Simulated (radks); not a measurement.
Results of a calculation; reference values are marked as such.
Charge is removed step by step from the 6s up level of W+, starting from [Xe] 4f14 5d4 6s(up 1, down 0). Code: a radial shooting solver on a logarithmic mesh with Libxc functionals. Model: scalar-relativistic Kohn-Sham, r2SCAN, spin-polarised, spherical densities, finite nucleus; open shells are filled with parallel spins first (spin-orbit coupling, left out, can overturn this in heavy ions); meta-GGA in the generalised Kohn-Sham scheme; Fermi nuclear charge, rms radius 5.3658 fm.

removed (e)  E - E(0) (eV)  eigenvalue (eV)  E minus straight line (eV)
0                    0.000          -13.361                       0.000
0.1                  1.368          -14.004                      -0.286
0.2                  2.800          -14.644                      -0.509
0.3                  4.295          -15.280                      -0.667
0.4                  5.854          -15.912                      -0.762
0.5                  7.476          -16.542                      -0.794
0.6                  9.161          -17.174                      -0.763
0.7                 10.910          -17.811                      -0.669
0.8                 12.722          -18.454                      -0.510
0.9                 14.599          -19.100                      -0.288
1                   16.541          -19.750                       0.000

Removing the whole electron costs 16.541 eV by Delta-SCF, against 13.361 eV from minus the eigenvalue at the starting occupation. Slater's transition state (half an electron removed) gives 16.542 eV. Integrating minus the eigenvalue over the occupation (Janak's theorem) gives 16.548 eV. In this scalar-relativistic scheme the density is built from large components alone, so the theorem holds only approximately. The mean slope of the eigenvalue, de/dn, is 6.39 eV per electron. Ionisation energy of W+ in the NIST Atomic Spectra Database: 16.4 eV (semi-empirical).
